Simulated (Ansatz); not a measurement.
```yaml
crystal:
  periodic: [false, false, false]
  atoms:
    - {symbol: Al, position_ang: [0.017201, -1.712000, 2.099449]}
    - {symbol: C, position_ang: [0.003415, -0.485999, 0.596023]}
    - {symbol: C, position_ang: [0.649994, -0.802533, -0.605740]}
    - {symbol: C, position_ang: [0.643815, 0.070493, -1.683080]}
    - {symbol: C, position_ang: [-0.014204, 1.287918, -1.580396]}
    - {symbol: C, position_ang: [-0.663611, 1.628738, -0.402342]}
    - {symbol: C, position_ang: [-0.652415, 0.749661, 0.670004]}
    - {symbol: H, position_ang: [0.777869, -3.099496, 1.960801]}
    - {symbol: H, position_ang: [-0.731655, -1.304866, 3.439745]}
    - {symbol: H, position_ang: [1.170345, -1.751467, -0.703619]}
    - {symbol: H, position_ang: [1.151292, -0.196015, -2.603676]}
    - {symbol: H, position_ang: [-0.020878, 1.973141, -2.420937]}
    - {symbol: H, position_ang: [-1.177853, 2.580143, -0.322073]}
    - {symbol: H, position_ang: [-1.166114, 1.032880, 1.584739]}
basis:
  gaussian: {orbitals: "6-31++G**"}
total_charge: -1
magnetization: {spin_polarized: true, initial_magnetization: 1}
hamiltonian: {xc: {name: HF}}
correlation: {method: mp2, frozen_orbitals: {Al: 0}}
scf: {lower_state_search: off}
```

```sh
$ ansatz run in.yaml --threads 4 --pin off --events-out ev --progress --plain --max-ram 11315MiB
```

Output, abridged:

```
Functional definition: HF
Error: "frozen_orbitals" has no count for C
```

(1) Something in this input is off. What?

## Answers

(1) Frozen orbitals are typed for one element alone, and the program wants a count for each. The program refused the input.
